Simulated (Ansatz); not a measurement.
Born–Oppenheimer molecular dynamics of C$_{2}$H$_{10}$N$_{2}$Si (15 atoms, charge 0, multiplicity 1). It starts from a relaxed structure.

The calculation used RHF/6-31G* (Ansatz 0.2.0).

```yaml
ensemble: NVT, Langevin thermostat
time_step: 1 fs
steps_asked: 150
set_temperature: 2000 K
friction: 0.05 /fs
masses: H 2.014 u
seed: 393051
```

Frames 1 fs apart, positions in Å.

Velocities at 30 fs (Å/ps):

```
Si 13.88 11.41 -6.41
C -21.32 10.91 -9.18
H -3.59 17.09 34.95
H 22.10 -21.59 -10.12
H -20.96 21.03 -12.19
N 5.88 5.53 4.68
H 37.33 57.96 -3.39
H 3.44 -5.51 32.16
N -11.38 3.27 6.34
H 29.47 -53.55 6.42
H -5.50 32.98 -11.07
C 1.67 12.75 -3.03
H -27.04 -42.43 -13.64
H 25.31 3.16 9.25
H 14.75 8.08 15.81
```

```xyz
15
Properties=species:S:1:pos:R:3 time_fs=30 energy_less_start_eV=2.037 T=1634
Si -0.140 0.097 -0.062
C 0.200 0.218 1.882
H -0.634 0.506 2.498
H 0.618 -0.766 2.127
H 0.719 1.225 2.090
N 1.395 0.526 -0.608
H 2.111 -0.238 -0.642
H 1.237 0.789 -1.615
N -1.130 1.464 -0.679
H -2.184 1.151 -0.766
H -1.213 2.333 -0.272
C -0.646 -1.576 -0.701
H -1.597 -1.914 -0.434
H -0.242 -1.916 -1.640
H 0.140 -2.066 -0.173
15
Properties=species:S:1:pos:R:3 time_fs=31 energy_less_start_eV=1.842 T=1759
Si -0.128 0.109 -0.068
C 0.177 0.227 1.871
H -0.640 0.515 2.526
H 0.646 -0.783 2.119
H 0.696 1.237 2.076
N 1.403 0.530 -0.604
H 2.145 -0.184 -0.648
H 1.244 0.777 -1.586
N -1.146 1.464 -0.669
H -2.150 1.098 -0.763
H -1.218 2.372 -0.278
C -0.646 -1.562 -0.704
H -1.629 -1.956 -0.452
H -0.217 -1.907 -1.634
H 0.152 -2.065 -0.158
15
Properties=species:S:1:pos:R:3 time_fs=32 energy_less_start_eV=1.812 T=2039
Si -0.119 0.123 -0.071
C 0.155 0.232 1.857
H -0.645 0.508 2.551
H 0.683 -0.785 2.109
H 0.673 1.230 2.061
N 1.416 0.535 -0.603
H 2.173 -0.126 -0.652
H 1.255 0.763 -1.559
N -1.167 1.461 -0.659
H -2.098 1.045 -0.768
H -1.218 2.418 -0.281
C -0.644 -1.546 -0.707
H -1.660 -1.990 -0.477
H -0.197 -1.885 -1.637
H 0.166 -2.069 -0.148
15
Properties=species:S:1:pos:R:3 time_fs=33 energy_less_start_eV=2.039 T=2025
Si -0.107 0.135 -0.071
C 0.133 0.238 1.841
H -0.645 0.486 2.579
H 0.722 -0.770 2.092
H 0.657 1.220 2.049
N 1.435 0.538 -0.603
H 2.196 -0.064 -0.650
H 1.267 0.756 -1.542
N -1.189 1.456 -0.651
H -2.035 1.003 -0.777
H -1.210 2.470 -0.290
C -0.637 -1.530 -0.707
H -1.670 -2.020 -0.511
H -0.187 -1.850 -1.649
H 0.166 -2.078 -0.143
15
Properties=species:S:1:pos:R:3 time_fs=34 energy_less_start_eV=2.390 T=1615
Si -0.095 0.149 -0.072
C 0.109 0.241 1.826
H -0.635 0.461 2.602
H 0.753 -0.746 2.076
H 0.649 1.217 2.032
N 1.454 0.539 -0.604
H 2.221 -0.013 -0.643
H 1.287 0.759 -1.549
N -1.206 1.453 -0.643
H -1.985 0.969 -0.782
H -1.202 2.515 -0.305
C -0.633 -1.521 -0.707
H -1.659 -2.049 -0.550
H -0.185 -1.816 -1.666
H 0.145 -2.086 -0.135
15
Properties=species:S:1:pos:R:3 time_fs=35 energy_less_start_eV=2.476 T=1644
Si -0.084 0.167 -0.072
C 0.090 0.244 1.809
H -0.615 0.424 2.624
H 0.770 -0.716 2.060
H 0.637 1.217 2.011
N 1.468 0.541 -0.606
H 2.252 0.016 -0.628
H 1.317 0.767 -1.567
N -1.219 1.450 -0.630
H -1.962 0.935 -0.790
H -1.196 2.536 -0.325
C -0.628 -1.514 -0.704
H -1.638 -2.072 -0.587
H -0.183 -1.782 -1.687
H 0.113 -2.091 -0.126
15
Properties=species:S:1:pos:R:3 time_fs=36 energy_less_start_eV=2.267 T=1530
Si -0.077 0.183 -0.071
C 0.079 0.249 1.793
H -0.588 0.372 2.643
H 0.776 -0.683 2.048
H 0.625 1.217 1.985
N 1.478 0.542 -0.605
H 2.287 0.029 -0.602
H 1.357 0.777 -1.593
N -1.226 1.447 -0.613
H -1.964 0.900 -0.805
H -1.184 2.539 -0.351
C -0.622 -1.506 -0.701
H -1.610 -2.082 -0.615
H -0.183 -1.745 -1.703
H 0.071 -2.105 -0.123
15
Properties=species:S:1:pos:R:3 time_fs=37 energy_less_start_eV=1.972 T=1849
Si -0.070 0.200 -0.070
C 0.068 0.254 1.779
H -0.570 0.311 2.657
H 0.778 -0.638 2.043
H 0.616 1.207 1.956
N 1.489 0.543 -0.604
H 2.320 0.033 -0.571
H 1.402 0.780 -1.617
N -1.229 1.448 -0.594
H -1.979 0.864 -0.830
H -1.178 2.527 -0.379
C -0.616 -1.499 -0.700
H -1.575 -2.076 -0.624
H -0.188 -1.709 -1.711
H 0.026 -2.126 -0.122
15
Properties=species:S:1:pos:R:3 time_fs=38 energy_less_start_eV=1.786 T=2041
Si -0.062 0.214 -0.067
C 0.056 0.255 1.763
H -0.569 0.245 2.667
H 0.776 -0.579 2.034
H 0.606 1.190 1.924
N 1.499 0.544 -0.608
H 2.351 0.029 -0.532
H 1.453 0.772 -1.623
N -1.230 1.450 -0.576
H -2.008 0.833 -0.868
H -1.176 2.506 -0.411
C -0.607 -1.493 -0.700
H -1.527 -2.053 -0.626
H -0.189 -1.667 -1.719
H -0.017 -2.152 -0.119
15
Properties=species:S:1:pos:R:3 time_fs=39 energy_less_start_eV=1.860 T=2122
Si -0.056 0.228 -0.060
C 0.046 0.253 1.748
H -0.570 0.185 2.674
H 0.768 -0.523 2.019
H 0.602 1.185 1.894
N 1.508 0.544 -0.616
H 2.380 0.024 -0.485
H 1.513 0.772 -1.619
N -1.234 1.452 -0.555
H -2.044 0.817 -0.911
H -1.188 2.473 -0.443
C -0.597 -1.489 -0.702
H -1.487 -2.021 -0.636
H -0.182 -1.622 -1.725
H -0.056 -2.186 -0.121
15
Properties=species:S:1:pos:R:3 time_fs=40 energy_less_start_eV=2.050 T=2278
Si -0.052 0.242 -0.052
C 0.041 0.253 1.738
H -0.566 0.126 2.679
H 0.772 -0.475 1.997
H 0.598 1.183 1.862
N 1.518 0.543 -0.628
H 2.405 0.028 -0.432
H 1.571 0.775 -1.612
N -1.238 1.447 -0.529
H -2.073 0.823 -0.949
H -1.220 2.431 -0.482
C -0.584 -1.485 -0.704
H -1.462 -1.988 -0.649
H -0.178 -1.581 -1.729
H -0.089 -2.230 -0.120
15
Properties=species:S:1:pos:R:3 time_fs=41 energy_less_start_eV=2.220 T=2405
Si -0.050 0.258 -0.045
C 0.040 0.255 1.730
H -0.561 0.064 2.673
H 0.793 -0.424 1.961
H 0.592 1.181 1.830
N 1.527 0.539 -0.637
H 2.431 0.046 -0.373
H 1.615 0.773 -1.602
N -1.244 1.435 -0.498
H -2.080 0.847 -0.979
H -1.248 2.397 -0.536
C -0.568 -1.480 -0.713
H -1.449 -1.958 -0.657
H -0.189 -1.544 -1.730
H -0.111 -2.272 -0.120
```

Of the whole run (150 fs, mean temperature of the second half 2123 K): A run of 0.15 ps of so small a system gives no equilibrium averages.

Time of the run: 5.6 min on 1 thread of Arm Neoverse V2 (shared host), peak memory 0.2 GiB.
